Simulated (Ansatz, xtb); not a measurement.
Spectroscopic constants of TcH, multiplicity 5 (lowest of 2S+1 = 1, 3, 5, 7 at CCSD(T)/def2-TZVPP on PBE0 minima; our sources give no spin for the ground state, which may be another). No spin–orbit coupling. The T1 diagnostic near the minimum is 0.105, so single-reference values are doubtful.

Seven points along R, fitted to fifth degree in 1/R; most abundant isotopes. In def2 and cc sets the state is the lowest found near the PBE0 minimum, followed along R.

Correlated levels freeze the inner cores; with def2 sets outer-core shells near the valence are correlated too.

The values were computed with Ansatz (Gaussian orbitals); xtb for the GFN methods. Each number belongs to the level named beside it. In def2 rows elements past Kr take small-core potentials, without spin–orbit coupling. The GFN methods have no spin term and hold the electronic entropy of 300 K.

```tsv
level	r_e (Å)	ω_e (cm⁻¹)	ω_e x_e (cm⁻¹)	dipole (D)
GFN2-xTB	1.607	1853	50	-
SVWN5/def2-TZVPP	1.631	[?]	33	1.79
r2SCAN/def2-TZVPP	1.642	1894	36	2.06
B3LYP/def2-TZVPP	1.656	1867	32	2.27
PBE0/def2-TZVPP	1.641	1882	33	2.43
BHLYP/def2-TZVPP	1.658	1852	31	2.60
CAM-B3LYP/def2-TZVPP	1.655	1881	31	2.53
B2PLYP/def2-TZVPP	[?]	[?]	31	-
```

**Question.** Some entries are withheld; supply them.

**Answer.** 
- B2PLYP/def2-TZVPP, r_e (Å): 1.644
- B2PLYP/def2-TZVPP, ω_e (cm⁻¹): 1921
- SVWN5/def2-TZVPP, ω_e (cm⁻¹): 1939

Doubts at one or more of the structures used: a spin-contaminated determinant (B2PLYP/def2-TZVPP).

Ansatz is an electronic-structure program.
